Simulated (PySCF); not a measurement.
## Run times: titanium in cc-pVTZ-DK

Measured wall times of calculations with PySCF 2.14 in cc-pVTZ-DK (7s6p4d2f1g, 68 functions), with scalar relativity by spin-free X2C-1e, run from one Python driver. Hardware: 1 thread of Neoverse-V1 on a shared host, 1.3 GiB allowed. The two-electron integrals over 68 functions were computed once and kept in memory (0.92 CPU seconds with the set-up); the times below exclude them. Kohn-Sham runs start from converged Hartree-Fock orbitals.

Launch command (the driver calls PySCF for each step listed in the task file):

```bash
OMP_NUM_THREADS=1 python atomrun2.py TASK.json OUT
```

```
         species               step  iterations  wall time (s)
 Ti [Ar] 3d2 4s2                UHF           7           0.61
 Ti [Ar] 3d2 4s2             M06-2X           6            3.1
 Ti [Ar] 3d2 4s2               PBE0           6            1.4
 Ti [Ar] 3d2 4s2  MP2 (4 electrons)                       0.12
Ti+ [Ar] 3d2 4s1                UHF           7           0.53
Ti+ [Ar] 3d2 4s1             M06-2X           6            3.1
Ti+ [Ar] 3d2 4s1               PBE0           6            1.4
Ti+ [Ar] 3d2 4s1  MP2 (3 electrons)                       0.04
```

Peak memory of the process: 0.27 GiB. Times on a shared host vary from run to run.
